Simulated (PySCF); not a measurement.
Species: C₄H₆FOSi₂ (doublet state).
SMILES with atom numbers: `[F:1][c:2]1[cH:3][cH:4][o:5][c:6]1[SiH:7][SiH3:8]` (hydrogens: H9 on C3; H10 on C4; H11 on Si7; H12, H13, H14 on Si8)

Structure used (GFN2-xTB), in Å, numbered top down from 1:
```
atom  x, y, z in Å
F1    -1.6371   -2.4150   -0.6463
C2    -1.5726   -1.1162   -0.3210
C3    -2.6530   -0.2134   -0.2989
C4    -2.1013    0.9739    0.0803
O5    -0.7783    0.8504    0.2823
C6    -0.4253   -0.4406    0.0325
Si7    1.3298   -0.9555    0.3394
Si8    2.8736    0.7253    0.2497
H9    -3.6770   -0.4215   -0.5276
H10   -2.5335    1.9425    0.2341
H11    1.4462   -2.2859   -0.2619
H12    3.4236    1.0708   -1.0691
H13    2.2864    1.9480    0.8013
H14    4.0179    0.3366    1.0830
```

The hyperfine couplings belong to this conformer and change with its torsions.

Method used: UKS B3LYP, pcH-1 on C F H O Si, non-relativistic, mean-field spin-orbit, GIAO (PySCF). One conformer (not necessarily the lowest) at the GFN2-xTB geometry, without solvent, vibrations or thermal averaging. Couplings are sensitive to structure, and on GFN2-xTB geometries they can be far from those on DFT ones, by a factor of two or more for some ions and for spin on atoms past the first row. Stability of the SCF solution: not tested.

What is the g tensor, term by term?

```csv
Δg (ppm),1,2,3
relativistic mass correction,-138,-138,-138
gauge correction,12,42,40
orbital Zeeman/spin–orbit,-165,898,3590
total,-290,802,3492
```

So g = 2.00203, 2.00312, 2.00581 and g_iso = 2.00365; the tensor is rhombic: the two nearest values differ by 29 % of g3 − g1. Axes: g2 points within 11° of the Si7–Si8 bond and g3 points within 6° of the C2–C3 bond.

At 9.371 GHz, how far is the centre of the isotropic spectrum from where a free electron (g = 2.002319) resonates?

B = hν/(g μB) with μB/h = 13.99624 MHz/mT gives 334.38 mT for the free electron and 334.16 mT at g_iso, 0.22 mT lower.

What effective moment and Curie constant follow for a powder?

With the mean of g² = 4.0146 and S(S+1) = 0.75: μ_eff = √(⟨g²⟩S(S+1)) = 1.735 μB and χT = 0.12505·⟨g²⟩·S(S+1) = 0.377 cm³ K/mol (cgs; spin-Hamiltonian part alone).

How much does each term add to the isotropic shift?

The orbital-Zeeman/spin–orbit term 1441, the mass correction -138 and the gauge correction 31 ppm, for a total of 1335 ppm. The orbital-Zeeman/spin–orbit term is the largest in size. The mass correction is the same along every axis, so the anisotropy comes from the other two: their spans along these axes are 30 (gauge) and 3755 ppm (orbital Zeeman/spin–orbit).

In a frozen sample, at which fields do the three g values resonate at 9.5, 34, 94 and 263 GHz (hyperfine left aside), and which band first spreads them over more than twice a line width of 0.5 mT?

| band | GHz | B(g3) mT | B(g2) mT | B(g1) mT | spread mT |
| --- | --- | --- | --- | --- | --- |
| X | 9.5 | 338.39 | 338.85 | 339.03 | 0.64 |
| Q | 34.0 | 1211.09 | 1212.72 | 1213.38 | 2.29 |
| W | 94.0 | 3348.31 | 3352.81 | 3354.64 | 6.33 |
| J | 263.0 | 9368.16 | 9380.74 | 9385.85 | 17.70 |

The spread grows in proportion to the frequency. Q band is the first where it exceeds 1.0 mT.

The largest Mulliken spin populations are on Si7 (+0.88), C2 (+0.13), C4 (+0.12) and C6 (-0.10). No atom but Si7 exceeds +0.15. The positive populations add up to 1.18 and the negative ones to -0.18, together 2S = 1. The angles at Si7 add up to 347.2°, so it is slightly pyramidal.

The HOMO–LUMO gaps are 4.66 eV among the α and 4.11 eV among the β orbitals.
